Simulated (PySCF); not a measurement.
## Correlation energy of Te³⁹⁺ (tellurium, charge +39)

[Ne] 3s2 3p1, 2P determinant. Calculation: PySCF 2.14, in an even-tempered Gaussian basis (18 s from 6.6 bohr⁻², ratio 2.5; 12 p from 8.6 bohr⁻², ratio 2.5; 4 d from 35 bohr⁻², ratio 2.7; 4 f from 52 bohr⁻², ratio 2.7); scalar relativity by spin-free X2C-1e. Frozen: 1s2; 11 electrons correlated; the 21 highest virtual orbitals of each spin left out.

```tsv
level	correlation energy (mhartree)
CCSD	-503.34
(T)	-1.06
CCSD(T)	-504.40
```

Diagnostics: T1 = 0.00075, D1 = 0.0033, largest double amplitude 0.056.

Spin-orbit coupling, absent here, splits the open shell strongly.

Cost of the coupled-cluster step: about 50 core-seconds, for 11 correlated electrons.

Iterations:

```
CC2 = 0
CCSD nocc = (np.int64(6), np.int64(5)), nmo = (80, 80)
frozen orbitals [[0, 81, 82, 83, 84, 85, 86, 87, 88, 89, 90, 91, 92, 93, 94, 95, 96, 97, 98, 99, 100, 101], [0, 81, 82, 83, 84, 85, 86, 87, 88, 89, 90, 91, 92, 93, 94, 95, 96, 97, 98, 99, 100, 101]]
max_cycle = 100
direct = 0
conv_tol = 1e-08
conv_tol_normt = 1e-06
diis_space = 8
diis_start_cycle = 0
Init t2, MP2 energy = -0.478255830502712
Init E_corr(UCCSD) = -0.478255830504593
cycle = 1  E_corr(UCCSD) = -0.496934920002308  dE = -0.0186790895  norm(t1,t2) = 0.0160934
cycle = 2  E_corr(UCCSD) = -0.50161833069322  dE = -0.00468341069  norm(t1,t2) = 0.00444488
cycle = 3  E_corr(UCCSD) = -0.503348017263201  dE = -0.00172968657  norm(t1,t2) = 0.00126503
cycle = 4  E_corr(UCCSD) = -0.503339040588489  dE = 8.97667471e-06  norm(t1,t2) = 3.92701e-05
cycle = 5  E_corr(UCCSD) = -0.503339156598759  dE = -1.1601027e-07  norm(t1,t2) = 1.42273e-06
cycle = 6  E_corr(UCCSD) = -0.503339114124674  dE = 4.24740849e-08  norm(t1,t2) = 1.15462e-07
cycle = 7  E_corr(UCCSD) = -0.503339117810973  dE = -3.68629893e-09  norm(t1,t2) = 9.29137e-09
UCCSD converged
E(UCCSD) = -5450.677749828883  E_corr = -0.5033391178109733
UCCSD(T) correction = -0.00106208745738032
```

At this charge the one-electron X2C treatment keeps the bare 1/r₁₂, with no two-electron picture change or Breit term. The effect here is smaller than on the frozen 1s shell; and a scalar Hamiltonian misses the large spin-orbit splitting of the p shells, which matters for ns² → np² pairs.
